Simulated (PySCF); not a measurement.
Static response to an electric field

Ge3H13NSi2.
Geometry (PBE0-D3(BJ)/def2-SVP, Å), atoms numbered from 1 in this order:
```
atom  x, y, z in Å
Si1   -1.039    1.274   -1.675
N2    -1.420    0.248   -0.313
Si3   -2.812    0.555    0.698
Ge4   -0.330   -1.213    0.082
Ge5    1.677   -0.395    1.174
Ge6    2.928    1.118   -0.248
H7    -2.124    1.269   -2.705
H8     0.216    0.748   -2.299
H9    -0.810    2.692   -1.260
H10   -3.401    1.865    0.280
H11   -2.423    0.628    2.142
H12   -3.855   -0.510    0.565
H13   -0.015   -1.961   -1.229
H14   -1.165   -2.120    1.012
H15    1.254    0.342    2.462
H16    2.582   -1.579    1.578
H17    3.257    0.430   -1.585
H18    2.101    2.384   -0.531
H19    4.244    1.526    0.441
```

Level: wB97X-D/def2-SVPD (PySCF), static field, nuclei fixed, core orbitals frozen in the response. The polarisability tensor in these axes (au):

```
x   182.25   8.26   0.21
y     8.26 149.40 -10.64
z     0.21 -10.64 148.39
```

Give the principal values, the mean and the anisotropy Δα = √{½[(α1 − α2)² + (α2 − α3)² + (α1 − α3)²]}.

Principal values 137.45, 158.22 and 184.36 au; mean 160.01 au = 23.71 Å³ = 26.38 × 10⁻⁴⁰ C²·m²/J; Δα = 40.71 au (25 % of the mean).

What is the dipole moment, and where does it point?

(0.48, -0.51, 0.14) D, 0.72 D in size, pointing from the negative to the positive side. Measured along this direction, the outermost atoms are H10 at the negative end and H16 at the positive end.

In a dilute gas of rigid molecules at 400 K, how does the orientational term μ²/3kT compare with the electronic polarisability?

In Gaussian units μ²/3kT = 3.12 Å³ against 23.71 Å³, a ratio of 0.13; the Debye molar polarisation (4π/3)N_A(α + μ²/3kT) is 67.7 cm³/mol, leaving out the vibrational part.

Molar refractivity from α?

Lorentz–Lorenz: R = (4π/3)N_A α = 2.5225 cm³/(mol·Å³) × 23.71 Å³ = 59.8 cm³/mol, in the limit of long wavelengths.

Refractivity n − 1 of an ideal gas of it at 500 K and 1 atm, from the electronic α?

N = p/kT = 1.4678 × 10¹⁹ cm⁻³, so n − 1 = 2π × N × 23.71 × 10⁻²⁴ cm³ = 2187 × 10⁻⁶ at long wavelengths.

In TDDFT the mean static polarisability is Σ f/ω² over all singlet excitations (ω in hartree). How much of it do the 10 lowest give? Their energies (eV) and oscillator strengths: 5.65, 0.0035; 6.47, 0.3427; 6.65, 0.0170; 6.68, 0.0229; 6.94, 0.0152; 7.02, 0.0211; 7.14, 0.0808; 7.29, 0.1150; 7.37, 0.0777; 7.42, 0.0317.

They add up to 11.63 au, 7.3 % of the 160.01 au; the largest single term is 6.07 au, from the state at 6.47 eV. Terms in order: 0.08, 6.07, 0.28, 0.38, 0.23, 0.32, 1.17, 1.60, 1.06, 0.43 au. Higher excitations give the rest. The strengths listed sum to 0.728.

Give the principal axes and the span of the nuclei along them.

Largest value along (0.97, 0.25, -0.07), where the nuclei span 8.34 Å; middle along (0.22, -0.66, 0.72), 5.99 Å; least along (-0.13, 0.71, 0.69), 4.49 Å. The response follows the extents in order.

Isolated species at its PBE0-D3(BJ)/def2-SVP geometry (one conformer only). The calculation is non-relativistic, for germanium too.
